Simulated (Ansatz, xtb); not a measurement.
# C2H8BSi: which of two isomers lies lower

Structure I: `CB(C)[SiH2]`, a doublet. Structure II: `CB[SiH]C`, a doublet. Both are isolated molecules in the gas phase, relaxed with r2SCAN-D4/def2-SVP; the shapes shown needn't be the lowest conformers.

I (Å):

```csv
atom,x (Å),y (Å),z (Å)
C,-0.0491,1.6015,-0.1971
C,-2.6188,0.8463,0.3159
B,-1.0734,0.5394,0.3565
Si,-0.4240,-1.1659,1.0980
H,0.0112,2.4196,0.5480
H,-0.4206,2.0787,-1.1216
H,0.9783,1.2467,-0.3681
H,-2.8293,1.8988,0.5773
H,-2.9484,0.7371,-0.7364
H,-3.2629,0.1934,0.9237
H,1.0103,-1.5825,1.1243
H,-1.3027,-2.2096,1.7063
```

II (Å):

```yaml
atoms:
  - { symbol: C, position_ang: [0.7570, -2.9148, -0.2637] }
  - { symbol: C, position_ang: [1.3045, 0.8762, -1.1711] }
  - { symbol: B, position_ang: [0.0632, -2.2737, -1.5200] }
  - { symbol: Si, position_ang: [0.2654, -0.4175, -2.0563] }
  - { symbol: H, position_ang: [1.3949, -2.2493, 0.3378] }
  - { symbol: H, position_ang: [-0.0133, -3.3466, 0.4023] }
  - { symbol: H, position_ang: [1.3676, -3.7804, -0.5820] }
  - { symbol: H, position_ang: [-0.6519, -2.9623, -2.2190] }
  - { symbol: H, position_ang: [-0.4095, 0.1613, -3.2589] }
  - { symbol: H, position_ang: [0.6844, 1.7265, -0.8415] }
  - { symbol: H, position_ang: [2.0837, 1.2835, -1.8368] }
  - { symbol: H, position_ang: [1.7984, 0.4472, -0.2859] }
```

Quicker runs give these differences E(II) − E(I): GFN2-xTB +4.46 kJ/mol; HF/STO-3G −3.72 kJ/mol (at GFN2-xTB geometries); r2SCAN-D4/def2-SVP//GFN2-xTB +8.37 kJ/mol.

Question: Estimate which is lower in electronic energy at CCSD(T)/def2-SVP + ΔMP2/def2-TZVPP, and by roughly how much.

Answer: Too close to call at this level: CCSD(T)/def2-SVP + ΔMP2/def2-TZVPP gives E(II) − E(I) = +5.84 kJ/mol.

How the difference moves with the method:

```
                             level            geometry  E(II) − E(I) (kJ/mol)  departure from the last row (kJ/mol)  job, with rough time for the two
                          GFN2-xTB            GFN2-xTB                   +4.46                                 −1.38              optimisation, 0.23 s
                         HF/STO-3G            GFN2-xTB                   −3.72                                 −9.55              single point, 0.28 s
      r2SCAN-D4/def2-SVP//GFN2-xTB            GFN2-xTB                   +8.37                                 +2.53               single point, 5.8 s
                r2SCAN-D4/def2-SVP  r2SCAN-D4/def2-SVP                  +11.11                                 +5.28             optimisation, 2.6 min
                       HF/def2-SVP  r2SCAN-D4/def2-SVP                  +13.76                                 +7.92           part of the CCSD(T) run
                      MP2/def2-SVP  r2SCAN-D4/def2-SVP                  +13.59                                 +7.75           part of the CCSD(T) run
                  CCSD(T)/def2-SVP  r2SCAN-D4/def2-SVP                  +14.54                                 +8.71                      single point
CCSD(T)/def2-SVP + ΔMP2/def2-TZVPP  r2SCAN-D4/def2-SVP                   +5.84                                                      single point, 54 s
```

As drawn, II has 1 C–Si, 1 B–H in place of 1 C–B, 1 Si–H.

HF/STO-3G puts the two in the other order. The largest departure from CCSD(T)/def2-SVP + ΔMP2/def2-TZVPP is that of HF/STO-3G, 9.55 kJ/mol. The last row adds to CCSD(T) the change of the MP2 difference between the two basis sets, here −8.71 kJ/mol.

With harmonic frequencies from r2SCAN-D4/def2-SVP (ideal gas, rigid rotor, one conformer each, 298.15 K, 1 atm): on the last row, ΔE + ΔZPE = +9.10, ΔH = +8.58, ΔG = +7.31 kJ/mol.

Open shells are spin-unrestricted. The correlated steps freeze 8 core orbitals. Mirror images aren't counted in ΔG. Run with Ansatz 0.2.0, xtb 6.7.1; the last row on 2 threads of Arm Neoverse V2 on a shared host.
